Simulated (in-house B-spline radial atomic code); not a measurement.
RPA and G0W0 on wB97X: C-

Configuration [He] 2s2 2p3, highest spin, mean-field start wB97X. Computed with a B-spline radial code for spherical atoms: all electrons, scalar-relativistic (spin-free one-electron X2C), finite nucleus, each spin shell either full or empty, empty states to l = 9 with an (l + 1/2)⁻⁴ tail; G0W0 by contour deformation at full frequency.

Command:
```bash
python run_gw.py task.json out
```
Settings (radii: box in bohr, nucleus in fm):
```
Z                        6
electrons                7
configuration            [He] 2s2 2p3
hamiltonian              x2c
method                   wb97x
lmax                     9
rms_radius               2.4702
spin_polarised           True
box_radius               60
intervals                77
```

Run time, properties included: 1.8 s on 1 thread of Arm Neoverse V2 (shared host).

Energies (hartree):

```json
{"term": "mean-field total", "value": "-37.90945"}
{"term": "Hartree-Fock functional on these orbitals", "value": "-37.72079"}
{"term": "direct second order", "value": "-0.33415"}
{"term": "second-order exchange", "value": "0.1529"}
{"term": "SOSEX correction", "value": "0.1325"}
```

(1) What is the RPA correlation energy, and what remains with SOSEX?

Quasi-particle levels (eV):

```
level  occupied  mean field  Σx - vxc  Σc  QP weight  G0W0
2p up       yes      -1.239     -1.06   ?          ?     ?
```

G0W0 = mean field + (Σx - vxc) + Σc, with Σc (partial-wave tail included) taken at the quasi-particle energy. Levels of low weight are left out.

(2) Where does G0W0 put 2p up?

Results:

(1) RPA gives -0.27888 hartree (-1.08 eV per electron); RPA + SOSEX gives -0.14639, and the second-order doubles -0.18124 hartree (no singles). SOSEX takes back 48 % of the RPA value.

(2) At -1.528 eV, with Σc = 0.77 eV and a quasi-particle weight of 0.840. The tabulated removal energy is 1.262 eV (electron affinity of the neutral atom).
